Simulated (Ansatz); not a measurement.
Coupled-cluster diagnostics for B(NCMe)H3 (C2H6BN), Ansatz.

Geometry of the singlet (r2SCAN-D4/def2-SVP):

```csv
atom,x (Å),y (Å),z (Å)
B1,0.709,-1.755,-0.873
N2,0.190,-0.471,-0.234
C3,-0.203,0.504,0.251
C4,-0.696,1.722,0.857
H5,-0.086,1.981,1.736
H6,-1.741,1.591,1.176
H7,-0.648,2.551,0.135
H8,0.007,-1.953,-1.856
H9,0.589,-2.629,-0.025
H10,1.878,-1.541,-1.166
```

Correlated methods freeze 4 core orbitals.

Question: Estimate the CCSD(T) correlation energy, the shares of MP2 and (T), T1 and the reference's ⟨S²⟩ for: charge 0, singlet, own geometry in def2-TZVPP; and the rough time on 4 threads of Intel Xeon on a shared host.

Answer: 
| state | basis | correlation (eV) | MP2 share (%) | (T) share (%) | T1 | ⟨S²⟩ (pure) | wall time |
| --- | --- | --- | --- | --- | --- | --- | --- |
| charge 0, singlet, own geometry | def2-TZVPP | -19.436 | 91.5 | 4.3 | 0.013 | 0.00 (0.00) | 65 s |
Customary marks for T1 are 0.02 (closed shells), 0.045 (open shells) and about 0.05 (3d metals). T1 stays under 0.02 throughout.
